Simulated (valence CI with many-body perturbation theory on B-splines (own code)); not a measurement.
## Level structure of Tl66+

Calculated by valence CI with perturbative core correlation (CI+MBPT): five valence electrons over a frozen Dirac-Fock core [Ne], a basis of 9 s, 9 p, 8 d, 6 f, 3 g, 1 h functions for each j, with the one-electron correlation potential Σ1 (screened to all orders), the two-electron term Σ2, the three-electron term Σ3, Breit, model QED; selected single and double excitations, second order for the rest (own B-spline code, finite nucleus).

The last digits are not significant, and no measured levels were compared; by estimate large intervals hold to a few tenths of a per cent, small ones and those within an open d or f shell to about a per cent. Among the levels kept, up to 620 cm⁻¹ of a level comes from second order outside the variational space, and about a tenth of that is noise between levels of different J, which matters for small intervals.

Levels 1 to 45 of 50, with energies above the lowest level, (3s^2 3p1/2^2 3p3/2) J=3/2. "Leading %" is the weight of the configuration and term that name the level; weights of strongly mixed levels are sums over their largest components and can fall short. In the jj column 3d3/2^4 stands for four electrons in 3d with j = 3/2. Lifetimes count E1, E2, E3, M1 and M2 decay at the calculated energies, and are blank where another channel may lead or the interval is too uncertain; long ones can be off by a factor of two.

```tsv
No.	Configuration	Term	J	E (eV)	Leading %	Leading jj	Lifetime	g
1	3s2 3p3	2P°	3/2	0.0	49	3s^2 3p1/2^2 3p3/2 (100 %)		1.332
2	3s2 3p2 3d	2D	3/2	258.1	42	3s^2 3p1/2^2 3d3/2 (100 %)	61.8 ps	0.776
3	3s2 3p2 3d	2D	5/2	397.2	35	3s^2 3p1/2^2 3d5/2 (99 %)	2.54 ps	1.189
4	3s2 3p3	4S°	3/2	534.5	55	3s^2 3p1/2 3p3/2^2 (99 %)	690 ps	1.451
5	3s2 3p3	2D°	5/2	547.4	99	3s^2 3p1/2 3p3/2^2 (99 %)	1.34 ns	1.183
6	3s2 3p3	2P°	1/2	564.8	99	3s^2 3p1/2 3p3/2^2 (99 %)	1.19 ns	0.643
7	3s 3p4	4P	5/2	736.7	65	3s 3p1/2^2 3p3/2^2 (93 %)	1.40 ps	1.450
8	3s 3p4	2P	3/2	768.4	32	3s 3p1/2^2 3p3/2^2 (63 %)	605 fs	1.140
9	3s 3p4	2S	1/2	772.1	54	3s 3p1/2^2 3p3/2^2 (83 %)	725 fs	1.995
10	3s2 3p2 3d	4F	5/2	789.2	47	3s^2 3p1/2 3p3/2 3d3/2 (99 %)	83.2 ps	0.955
11	3s2 3p2 3d	4D	1/2	793.2	79	3s^2 3p1/2 3p3/2 3d3/2 (98 %)	67.7 ps	0.230
12	3s2 3p2 3d	4F	3/2	793.9	31	3s^2 3p1/2 3p3/2 3d3/2 (90 %)	1.56 ps	0.901
13	3s2 3p2 3d	2G	7/2	802.9	55	3s^2 3p1/2 3p3/2 3d3/2 (99 %)	443 ps	1.010
14	3s2 3p2 3d	2D	5/2	836.8	37	3s^2 3p1/2 3p3/2 3d3/2 (95 %)	156 fs	1.144
15	3s2 3p2 3d	2P	1/2	849.5	38	3s^2 3p1/2 3p3/2 3d3/2 (86 %)	112 fs	1.657
16	3s2 3p2 3d	2D	3/2	851.3	26	3s^2 3p1/2 3p3/2 3d3/2 (74 %)	77.1 fs	1.206
17	3s2 3p2 3d	4D	7/2	913.2	48	3s^2 3p1/2 3p3/2 3d5/2 (100 %)	414 ps	1.299
18	3s2 3p2 3d	2G	9/2	927.4	64	3s^2 3p1/2 3p3/2 3d5/2 (100 %)	31.4 ns	1.175
19	3s2 3p2 3d	2P	3/2	928.1	46	3s^2 3p1/2 3p3/2 3d5/2 (98 %)	2.89 ps	1.320
20	3s2 3p2 3d	2F	5/2	931.9	39	3s^2 3p1/2 3p3/2 3d5/2 (98 %)	3.54 ps	1.108
21	3s2 3p2 3d	2D	5/2	952.6	41	3s^2 3p1/2 3p3/2 3d5/2 (96 %)	957 fs	1.281
22	3s2 3p2 3d	2F	7/2	955.2	65	3s^2 3p1/2 3p3/2 3d5/2 (98 %)	1.34 ps	1.125
23	3s2 3p2 3d	2D	3/2	965.0	60	3s^2 3p1/2 3p3/2 3d5/2 (99 %)	1.80 ps	0.932
24	3s2 3p2 3d	2P	1/2	969.0	55	3s^2 3p1/2 3p3/2 3d5/2 (97 %)	1.30 ps	1.220
25	3s 3p3 3d	4D°	5/2	990.6	29	3s 3p1/2^2 3p3/2 3d3/2 (96 %)	16.5 ps	1.245
26	3s 3p3 3d	4D°	3/2	992.8	28	3s 3p1/2^2 3p3/2 3d3/2 (96 %)	5.74 ps	1.233
27	3s 3p3 3d	4P°	1/2	995.7	46	3s 3p1/2^2 3p3/2 3d3/2 (98 %)	16.3 ps	2.317
28	3s 3p3 3d	2F°	7/2	1003.0	24	3s 3p1/2^2 3p3/2 3d3/2 (96 %)	14.9 ps	1.224
29	3s 3p3 3d	2D°	3/2	1022.8	29	3s 3p1/2^2 3p3/2 3d3/2 (83 %)	760 fs	1.005
30	3s 3p3 3d	2F°	5/2	1033.4	20	3s 3p1/2^2 3p3/2 3d3/2 (71 %)	477 fs	0.859
31	3s 3p3 3d	4D°	1/2	1039.3	41	3s 3p1/2^2 3p3/2 3d3/2 (86 %)	361 fs	0.549
32	3s2 3p 3d2	4G°	5/2	1064.8	37	3s^2 3p1/2 3d3/2^2 (70 %)	204 fs	0.800
33	3s2 3p3	2P°	3/2	1101.5	50	3s^2 3p3/2^3 (98 %)	57.2 ps	1.305
34	3s2 3p 3d2	2P°	1/2	1112.4	40	3s^2 3p1/2 3d3/2^2 (86 %)	119 fs	0.633
35	3s 3p3 3d	4F°	9/2	1114.5	50	3s 3p1/2^2 3p3/2 3d5/2 (99 %)	20.1 ps	1.334
36	3s2 3p 3d2	2D°	3/2	1116.5	35	3s^2 3p1/2 3d3/2^2 (83 %)	76.4 fs	0.799
37	3s 3p3 3d	4D°	5/2	1133.9	29	3s 3p1/2^2 3p3/2 3d5/2 (97 %)	1.31 ps	1.364
38	3s 3p3 3d	4D°	7/2	1141.7	32	3s 3p1/2^2 3p3/2 3d5/2 (93 %)	1.76 ps	1.264
39	3s 3p3 3d	2D°	3/2	1146.1	35	3s 3p1/2^2 3p3/2 3d5/2 (90 %)	914 fs	1.112
40	3s 3p3 3d	2F°	7/2	1160.1	29	3s 3p1/2^2 3p3/2 3d5/2 (86 %)	415 fs	1.175
41	3s 3p3 3d	2P°	1/2	1171.4	47	3s 3p1/2^2 3p3/2 3d5/2 (96 %)	1.78 ps	0.699
42	3s 3p3 3d	2F°	5/2	1175.7	19	3s 3p1/2^2 3p3/2 3d5/2 (76 %)	577 fs	1.099
43	3s 3p3 3d	2P°	3/2	1178.3	19	3s 3p1/2^2 3p3/2 3d5/2 (83 %)	471 fs	1.349
44	3s2 3p 3d2	4G°	7/2	1189.5	53	3s^2 3p1/2 3d3/2 3d5/2 (96 %)	1.67 ps	1.013
45	3s2 3p 3d2	2D°	5/2	1194.2	24	3s^2 3p1/2 3d3/2 3d5/2 (94 %)	1.21 ps	1.047
```

The ionisation energy to 3s2 3p2 3P_0 of the next ion comes out as 7567.6 eV (NIST: 7570 ± 40 eV (theoretical)). All 50 levels together are meant to be complete up to 1249.2 eV.
